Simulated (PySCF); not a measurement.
Work out the structure from these simulated measurements.

Formula: C3H7AlCl2.

| Property | Result |
| --- | --- |
| Triplet | lowest triplet excitation (Tamm–Dancoff): 5.54 eV [TDA wB97X-D/def2-SVPD] |
| Valence photoelectron | vertical ionisation energy: 9.98 eV [ΔSCF wB97X-D/def2-SVPD] |
| UV, first state | lowest singlet excitation: 5.95 eV (209 nm, f = 0.016) [TDDFT wB97X-D/def2-SVPD] |
| Rotational structure | rotational constants A, B, C: 1.880, 1.259, 0.891 GHz [PBE0-D3(BJ)/def2-SVP] |
| 13C NMR | chemical shifts (computed TMS as zero) by class: 19.9 (2 C), 19.4 (1 C) ppm [GIAO B3LYP/pcSseg-1 (pcSseg-2 on Al)] |
| Polarisability | 87.2 au [wB97X-D/def2-SVPD] |
| Dipole | 2.40 D [wB97X-D/def2-SVPD] |
| XPS | Cl2p3/2 205.8 (×2), C1s 290.3, C1s 290.9 (×2), Al1s 1568.1, Cl1s 2828.4 (×2) eV [ΔSCF SCAN, pcX-2 on the ionised atom, pcseg-1 elsewhere, spin-free X2C, 2p3/2 from a spin–orbit splitting computed afterwards within the 2p shell] |

The electronic properties come from PySCF, for the isolated species, density fitting. Levels stand in brackets. Isolated species at its PBE0-D3(BJ)/def2-SVP geometry (one conformer only). NMR values are class means; diastereotopic atoms form classes of their own.

Problem. Propose a structure and show how it fits.

Solution. 3 carbons fall into 2 classes; from least to most shielded: carbon bonded to C and 3 H (19.9 ppm, 2 C), carbon bonded to Al, 2 C and H (19.4 ppm). The core levels belong to: Cl2p3/2 205.8 eV, chlorine bonded to Al; C1s 290.3 eV, carbon bonded to Al, 2 C and H; C1s 290.9 eV, carbon bonded to C and 3 H; Al1s 1568.1 eV, aluminium bonded to C and 2 Cl; Cl1s 2828.4 eV, chlorine bonded to Al. One atom of each topological class was ionised and stands for its class. The optimised geometry has point group C1 and is an asymmetric top. Structure: `[Cl][Al]([Cl])[CH](C)C` (AlCl2(iPr)). Computed isomers that give other values at the same levels: `CC[CH2][Al]([Cl])[Cl]` (13C chemical shifts (computed TMS as zero) by class: 22.5 (1 C), 21.5 (1 C), 16.7 (1 C) ppm). The assignments are read from this structure; whether some other isomer fits the data as well wasn't checked.
